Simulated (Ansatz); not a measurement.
Consider the hydrogenolysis of a C–Si bond: `N=C=C(O)[SiH3]` + H₂ → `N=C=CO` + SiH₄.

Program: Ansatz. Geometries: PBE0-D4/def2-TZVP. ΔE: electronic, gas phase. CBS: MP2 limit from def2 TZ/QZ plus the TZ coupled-cluster correction, frozen cores. This one scheme is used for every species. Functionals use def2-TZVPP. B3LYP here is the variant with VWN-RPA as its local correlation; programs differ in this. HSE06 is defined as in plane-wave codes. One conformer a species, not always the lowest.

`N=C=C(O)[SiH3]`:

```xyz
10

N    -0.868    1.532   -1.818
C    -0.265    1.031   -0.884
C     0.213    0.478    0.210
O     0.977    1.236    1.089
Si   -0.272   -1.269    0.622
H    -0.408    1.481   -2.726
H     1.771    0.738    1.305
H     0.964   -2.055    0.901
H    -0.990   -1.852   -0.538
H    -1.123   -1.320    1.840
```

H₂:

Z-matrix (Å, degrees):
```
H
H 1 0.746
```

`N=C=CO`:

Cartesian coordinates in Å:
```
N 1.701 -0.362 -0.507
C 0.628 0.030 -0.056
C -0.493 0.316 0.559
O -1.728 -0.208 0.271
H 2.020 0.153 -1.331
H -0.506 1.062 1.341
H -1.622 -0.991 -0.277
```

SiH₄:

Cartesian coordinates in Å:
```
Si 0.000 0.000 0.000
H -0.487 -0.618 -1.259
H 0.504 -1.061 0.908
H -1.114 0.727 0.658
H 1.098 0.951 -0.308
```

CCSD(T)/CBS gives -9.4 kJ/mol.

(1) Another level gave -6.0 kJ/mol. Which?
A. PBE-D4/def2-TZVPP
B. HSE06/def2-TZVPP
C. B3LYP-D4/def2-TZVPP
D. CAM-B3LYP/def2-TZVPP

Largest T1 diagnostic among the species: 0.014.

## Answers

(1) A. PBE-D4 -6.0, B3LYP-D4 -10.5, HSE06 -15.5, CAM-B3LYP -21.3 kJ/mol.

From PBE to PBE0 (25 % exact exchange), in def2-TZVPP and without D4, ΔE moves by −3.3 kJ/mol. At CCSD(T), def2-SVP lies −13.6 kJ/mol from the extrapolated value and def2-TZVPP −3.5 kJ/mol. Leaving LDA and LC-ωPBE aside and taking each functional with its dispersion term where it has one, the values, not all of them listed here, spread over 13.5 kJ/mol, from CAM-B3LYP-D4 to revPBE-D4. LDA lies +5.0 kJ/mol from PBE without D4.

CCSD(T)/CBS has its own doubt, a few kJ/mol and more with outer-core shells, so smaller differences from it don't rank the levels.
